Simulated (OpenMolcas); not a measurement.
Ce3+: moving or changing the point charges

Ce3+ among 6 point charges of -0.5 e arranged as a trigonal antiprism (D3d), 2.75 Å from the ion, with a polar angle of 50.9° against the regular 54.74°.
```
   0.0000    2.1343    1.7342  -0.50
  -1.8483   -1.0671    1.7342  -0.50
   1.8483   -1.0671    1.7342  -0.50
   0.0000   -2.1343   -1.7342  -0.50
   1.8483    1.0671   -1.7342  -0.50
  -1.8483    1.0671   -1.7342  -0.50
```

| Item | Value |
| --- | --- |
| Program | OpenMolcas 26.06 |
| Method | SS-CASPT2, IPEA 0.25 Eh, imaginary shift 0.1 Eh (closed shells correlated: 5s 5p) |
| Basis | ANO-RCC-VDZP [7s6p4d2f1g] |
| Scalar Hamiltonian | DKH2, point nucleus |
| Active space | 1 electron in 7 orbitals (4f) |
| State averaging | 2S+1 = 2 odd, 7 roots |
| Spin-orbit coupling | state interaction with AMFI integrals over the reference wave functions |

Runs around this geometry, states (labels of D3, the rotations of D3d). Energies in cm-1 above the lowest state or level, χT in cm3 K/mol.

```csv
R (Å),q (e),Ground state,First state of that spin,First gap with spin-orbit (degeneracies),Width of lowest J,χT at 300 K
2.75,-0.25,2E,2A2 1,"2 (2, 2)",66,0.812
2.75,-0.5,2A2,2A1 100,"110 (2, 2)",168,0.802
2.93,-0.5,2A2,2E 66,"54 (2, 2)",120,0.809
3.2,-0.5,2A2,2E 37,"16 (2, 2)",75,0.812
```

Taking the width of the lowest J multiplet as R^-n, n = -ln(75 / 168) / ln(3.2 / 2.75) = 5.3 between the shortest and longest distance.

Scaling the charges by -0.25 / -0.5 = 0.50 scales the width of the lowest J multiplet by 66 / 168 = 0.39; with fixed orbitals a first-order splitting would follow the charge.

The ground state changes within this set.

Roots that are degenerate in the reference are averaged as groups; the widest CASPT2 spread within a group is 20 cm-1 (the 2-fold group of multiplicity 2 near 37.3 cm-1 above the lowest state of its run, R = 3.2, q = -0.5). Shifts and gaps below about the spread of the groups concerned are not significant. Point charges carry no covalency, so the field is a model and not that of real ligands. No measured value stands beside these numbers.
